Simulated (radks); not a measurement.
Task: These are the eigenvalues of the occupied orbitals of an atom or ion with whole-number occupations (eV). Calculated with a radial shooting solver on a logarithmic mesh with Libxc functionals: Dirac Kohn-Sham, LDA (Slater exchange, Perdew-Wang correlation), spin-unpolarised, spherical densities, finite nucleus; Fermi nuclear charge, rms radius of each element as measured or else 0.836 A^(1/3) + 0.57 fm.

orbital  eigenvalue
1s1/2     -79632.73
2s1/2     -15162.26
2p1/2     -14598.62
2p3/2     -12872.48
3s1/2     -4639.195
3p1/2     -4387.838
3p3/2     -4002.637
3d3/2     -3584.863
3d5/2     -3501.681
4s1/2     -1963.488
4p1/2     -1855.065
4p3/2     -1740.690
4d3/2     -1564.494
4d5/2     -1540.602

Which element is it, and in what charge state? The configuration may be excited. Open shells, if any, fill j = l - 1/2 first.

Result: Z = 78, platinum, charge +35: Pt35+ in [Kr] 4d7. The list shows which subshells hold electrons but not how many an open one holds; the 1s level, -2926.4 hartree, gives Z - s = 76.5 by -(Z - s)^2/2, which with screening and relativity narrows Z to a few neighbours, and the depths of the outer levels then fix element, charge and occupations together.
